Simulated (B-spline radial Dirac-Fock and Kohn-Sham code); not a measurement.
## What relativity does to the binding energies of Lu²⁸⁺

System: Lu²⁸⁺, configuration [Kr] 4d7.

Both columns are ΔSCF binding energies of the configuration average from an atomic code on a B-spline grid: non-relativistic Hartree-Fock with a point nucleus, and Dirac-Fock with a finite nucleus and the Coulomb interaction alone, averaged over the two j levels with weights 2j+1.

```csv
shell,Hartree-Fock (eV),Dirac-Fock (eV),shift (eV),shift (%)
1s,59921.7,64634.0,+4712.33,+7.86
2s,10703.1,11941.6,+1238.46,+11.57
2p,10260.6,10667.6,+406.98,+3.97
3s,3218.4,3524.4,+306.00,+9.51
3p,3017.0,3130.0,+113.04,+3.75
4s,1333.7,1425.0,+91.22,+6.84
4p,1243.9,1278.7,+34.75,+2.79
4d,1089.2,1087.4,-1.81,-0.17
```

Relativity binds 1s, 2s, 2p, 3s, 3p, 4s, 4p more strongly, among those listed most of all 2s in relative terms, and 4d more weakly, because the contracted s and p shells screen the nucleus better.

Values without a named source are computed, but for edge energies of neutral atoms, which are taken from tables.
